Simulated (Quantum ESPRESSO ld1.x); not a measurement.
Question: All-electron atom: Hg XIV in [Kr] 4d10 4f14 5s2 5p5. Method: Dirac Kohn-Sham, PBE, spin-unpolarised, spherical densities, point nucleus; open shells are shared between the two j in proportion to 2j + 1; computed with ld1.x of Quantum ESPRESSO 7.5. Some entries of the table are withheld. Estimate them.

| orbital | occ. | eigenvalue (eV) | <1/r> (bohr^-1) | <r> (bohr) |
|---|---|---|---|---|
| 1s1/2 | 2 | -83304.8 | 97.68 | 0.01658 |
| 2s1/2 | 2 | -14962.4 | 24.05 | 0.06923 |
| 2p1/2 | 2 | (1) | 23.99 | (2) |
| 2p3/2 | 4 | (3) | 19.41 | (4) |
| 3s1/2 | 2 | -3741.46 | 8.825 | 0.1800 |
| 3p1/2 | 2 | -3472.49 | 8.733 | 0.1704 |
| 3p3/2 | 4 | -3040.60 | 7.540 | 0.1862 |
| 3d3/2 | 4 | -2596.81 | 7.439 | 0.1620 |
| 3d5/2 | 6 | -2504.23 | 7.169 | 0.1669 |
| 4s1/2 | 2 | -1015.96 | 3.742 | 0.3985 |
| 4p1/2 | 2 | -900.602 | 3.632 | 0.4004 |
| 4p3/2 | 4 | -795.951 | 3.220 | 0.4342 |
| 4d3/2 | 4 | -607.645 | 3.023 | 0.4404 |
| 4d5/2 | 6 | -588.049 | 2.929 | 0.4513 |
| 5s1/2 | 2 | -352.034 | 1.620 | 0.8541 |
| 4f5/2 | 6 | -344.996 | 2.589 | 0.4687 |
| 4f7/2 | 8 | -340.671 | 2.554 | 0.4746 |
| 5p1/2 | 1.66667 | -310.873 | 1.525 | 0.8966 |
| 5p3/2 | 3.33333 | -287.949 | 1.396 | 0.9602 |

Answer: 
(1) 2p1/2 eigenvalue (eV): -14363.6
(2) 2p1/2 <r> (bohr): 0.05692
(3) 2p3/2 eigenvalue (eV): -12415.3
(4) 2p3/2 <r> (bohr): 0.06559
